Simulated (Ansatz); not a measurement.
Total energies of MoO2F2 from Ansatz at r2SCAN-D4/def2-TZVP, gas phase (1 Eh = 27.2114 eV = 2625.5 kJ/mol). The reference geometry is relaxed at PBE-D4/def2-SVP.

```
atom   x (Å)   y (Å)   z (Å)
 Mo1   0.006  -0.004   0.002
  O2   1.101   0.295   1.250
  O3   0.487  -1.454  -0.714
  F4   0.102   1.362  -1.245
  F5  -1.695  -0.199   0.707
```

| state | geometry | energy (Eh) |
| --- | --- | --- |
| charge 0 singlet | reference | -418.60432 |
| charge 1 doublet | reference | -418.15780 |
| free Mo atom (septet) | – | -68.15316 |
| free O atom (triplet) | – | -75.05861 |
| free F atom (doublet) | – | -99.72763 |

In the def2 sets Mo takes a core potential; there is no spin–orbit coupling.

Work out the vertical ionisation energy to the doublet.

E(charge 1 doublet) − E(charge 0 singlet) = -418.15780 − (-418.60432) = 0.44652 Eh = 12.15 eV. For comparison, −ε of the highest occupied level is 8.81 eV at this level, 3.34 eV less.

What is the binding energy per atom against free atoms?

Atoms: 1 × (-68.15316) + 2 × (-75.05861) + 2 × (-99.72763) = -417.72564 Eh. Binding: -417.72564 − (-418.60432) = 0.87868 Eh = 23.91 eV, or 4.78 eV for each of 5 atoms (no zero-point energy, no counterpoise term).
